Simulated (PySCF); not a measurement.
**Bonding in `CCCCC[SiH2][SiH3]`**

Species: C5H16Si2.
Atom-mapped SMILES: `[CH3:1][CH2:2][CH2:3][CH2:4][CH2:5][SiH2:6][SiH3:7]` (hydrogens: H8, H9, H10 on C1; H11, H12 on C2; H13, H14 on C3; H15, H16 on C4; H17, H18 on C5; H19, H20 on Si6; H21, H22, H23 on Si7)

Cartesian coordinates in Å at the PBE0-D3(BJ)/def2-SVP level; atoms count from 1:
```xyz
23
C5H16Si2 angstrom
C      3.773   -1.259   -0.370
C      2.326   -1.175    0.089
C      1.664    0.156   -0.239
C      0.211    0.243    0.210
C     -0.450    1.581   -0.113
Si    -2.256    1.714    0.433
Si    -3.524   -0.032   -0.494
H      4.391   -0.485    0.112
H      3.855   -1.114   -1.459
H      4.219   -2.236   -0.131
H      1.742   -1.992   -0.371
H      2.271   -1.348    1.178
H      1.716    0.334   -1.329
H      2.238    0.978    0.225
H      0.156    0.052    1.297
H     -0.359   -0.578   -0.262
H     -0.414    1.772   -1.200
H      0.110    2.410    0.356
H     -2.835    3.024   -0.007
H     -2.359    1.645    1.927
H     -3.307   -0.088   -1.975
H     -3.116   -1.352    0.083
H     -4.986    0.159   -0.238
```

Bond orders from the PBE0/pcSseg-1 density (PySCF). Geometry: PBE0-D3(BJ)/def2-SVP, one conformer, isolated molecule.

**Question.** Where do the orders between heavy atoms depart from those drawn in the SMILES?

**Answer.** The largest departure is 0.084, at Si6–Si7 (drawn single, 0.916) and C5–Si6 (drawn single, 0.918).

**Question.** Set the Mayer orders of the bonds beside their lengths.

**Answer.** 
```json
{"bond": "C1–C2", "drawn as": "single", "length (Å)": "1.520", "Mayer order": "1.065"}
{"bond": "C2–C3", "drawn as": "single", "length (Å)": "1.522", "Mayer order": "1.030"}
{"bond": "C3–C4", "drawn as": "single", "length (Å)": "1.523", "Mayer order": "1.039"}
{"bond": "C4–C5", "drawn as": "single", "length (Å)": "1.527", "Mayer order": "1.033"}
{"bond": "C5–Si6", "drawn as": "single", "length (Å)": "1.891", "Mayer order": "0.918"}
{"bond": "Si6–Si7", "drawn as": "single", "length (Å)": "2.349", "Mayer order": "0.916"}
{"bond": "C1–H8", "drawn as": "single", "length (Å)": "1.102", "Mayer order": "0.966"}
{"bond": "C1–H9", "drawn as": "single", "length (Å)": "1.102", "Mayer order": "0.966"}
{"bond": "C1–H10", "drawn as": "single", "length (Å)": "1.100", "Mayer order": "0.967"}
{"bond": "C2–H11", "drawn as": "single", "length (Å)": "1.105", "Mayer order": "0.950"}
{"bond": "C2–H12", "drawn as": "single", "length (Å)": "1.105", "Mayer order": "0.950"}
{"bond": "C3–H13", "drawn as": "single", "length (Å)": "1.105", "Mayer order": "0.949"}
{"bond": "C3–H14", "drawn as": "single", "length (Å)": "1.105", "Mayer order": "0.949"}
{"bond": "C4–H15", "drawn as": "single", "length (Å)": "1.105", "Mayer order": "0.946"}
{"bond": "C4–H16", "drawn as": "single", "length (Å)": "1.106", "Mayer order": "0.939"}
{"bond": "C5–H17", "drawn as": "single", "length (Å)": "1.105", "Mayer order": "0.940"}
{"bond": "C5–H18", "drawn as": "single", "length (Å)": "1.105", "Mayer order": "0.941"}
{"bond": "Si6–H19", "drawn as": "single", "length (Å)": "1.498", "Mayer order": "0.938"}
{"bond": "Si6–H20", "drawn as": "single", "length (Å)": "1.499", "Mayer order": "0.933"}
{"bond": "Si7–H21", "drawn as": "single", "length (Å)": "1.498", "Mayer order": "0.924"}
{"bond": "Si7–H22", "drawn as": "single", "length (Å)": "1.497", "Mayer order": "0.926"}
{"bond": "Si7–H23", "drawn as": "single", "length (Å)": "1.496", "Mayer order": "0.936"}
```

By pair of heavy elements: C–C: lowest C2–C3 and C4–C5 (1.030, 1.522 Å), highest C1–C2 (1.065, 1.520 Å). Bonds named together lie within 0.004.

**Question.** Sum the orders of all bonds at each heavy atom with more than one neighbour and set the sums beside the valence in the SMILES.

**Answer.** C1 3.964 (drawn 4), C2 3.995 (drawn 4), C3 3.967 (drawn 4), C4 3.957 (drawn 4), C5 3.832 (drawn 4), Si6 3.705 (drawn 4), Si7 3.702 (drawn 4). Orders between atoms that aren't bonded are not in these sums.

Mayer orders depend on the basis set.
